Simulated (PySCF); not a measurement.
## From a computed spectrum to the compound

A species of 3 atoms with charge 1 has these harmonic modes (PBE0, small Gaussian bases with core potentials, PySCF 2.14.0):

```json
{"cm⁻¹": "49", "km/mol": "3.1", "symmetry": "a1"}
{"cm⁻¹": "260", "km/mol": "12.2", "symmetry": "a1"}
{"cm⁻¹": "277", "km/mol": "60.4", "symmetry": "b2"}
```

Task: Which species is it, and in which structure?

Result: [ErBr2]+ (singlet in the valence; each metal's 4f electrons, 11 of them, lie in its core potential, out of spins and levels):
```xyz
3

Er    0.0000    0.0000   -0.6774
Br    2.0771    0.0000    0.7122
Br   -2.0771    0.0000    0.7122
```
Ideal gas at 298.15 K and 1 bar: S = 345.1 J/(mol K), Cp = 56.0 J/(mol K), H − H(0 K) = 14.5 kJ/mol (rigid rotor, harmonic modes, spin degeneracy alone, that of the 4f electrons in the core included; the modes under 60 cm⁻¹ make these uncertain). An lcecp potential fixes the number of 4f electrons, so in runs with it no electron can move into or out of that shell.
 Other answers can fit too; this one was computed.
